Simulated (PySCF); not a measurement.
**Electron correlation in Ti⁻ (titanium, charge -1)**

[Ar] 3d3 4s2, high-spin 4F determinant. Computed with PySCF 2.14 in def2-TZVPPD (6s6p4d2f1g, 67 functions), with the non-relativistic Hamiltonian (point nucleus). Frozen: [Ne]; 13 electrons correlated.

MP2 pair energies summed by pair of shells (mhartree):

```
 pair   energy  share (%)
3p-3p  -106.42       33.0
3p-3d   -94.36       29.2
3s-3p   -29.87        9.3
3d-3d   -22.55        7.0
3d-4s   -19.48        6.0
4s-4s   -17.64        5.5
3s-3d   -13.98        4.3
3p-4s   -12.08        3.7
3s-3s    -5.59        1.7
3s-4s    -0.68        0.2
```

Total MP2 correlation energy: -322.66 mhartree.

Same-spin part -105.61 and opposite-spin part -217.05 mhartree; SCS-MP2 scales them by 1/3 and 6/5 to -295.66 mhartree.

The Hartree-Fock reference does not bind the outermost electron (its level is positive or very diffuse), so these energies belong to a reference that the basis holds together.

This basis was not built for core-valence correlation, so the inner-shell part is incomplete.
